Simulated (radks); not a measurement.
Excited configurations of neutral sulfur: one electron is placed in a higher orbital outside [Ne] 3s2 3p3. The ground configuration is [Ne] 3s2 3p4. Calculated with a radial shooting solver on a logarithmic mesh with Libxc functionals: non-relativistic Kohn-Sham, PBE, spin-polarised, spherical densities, point nucleus; open shells are filled with parallel spins first. Excitation = E - E(ground); binding = E(ion) - E, where the ion is the core of charge +1; n* = 1/sqrt(2 binding) in atomic units, and the quantum defect is n - n*.

outer orbital  excitation (eV)  binding (eV)     n*  quantum defect  eigenvalue (eV)  <r> (bohr)
4s                       6.312         3.934  1.860           2.140           -2.237       5.636
4d                       8.823         1.423  3.092           0.908           -0.763       12.72
4f                       9.280         0.965  3.754           0.246           -0.481       16.72
5p                       8.800         1.446  3.068           1.932           -0.876       14.77
5d                       9.348         0.898  3.893           1.107           -0.553       22.60
6s                       9.159         1.087  3.538           2.462           -0.713       20.89
6p                       9.345         0.901  3.886           2.114           -0.586       24.64

Estimate the row for 3d.

Answer. excitation (eV) 7.991; binding (eV) 2.255; n* 2.456; quantum defect 0.544; eigenvalue (eV) -0.611; <r> (bohr) 6.631. The Delta-SCF ionisation energy is 10.246 eV (NIST Atomic Spectra Database: 10.360 eV, measured). Self-interaction in the functional shifts the binding energies and quantum defects, so they are the method's values and not measured ones. Open shells are spherical and high-spin; term and fine-structure splittings are not resolved.
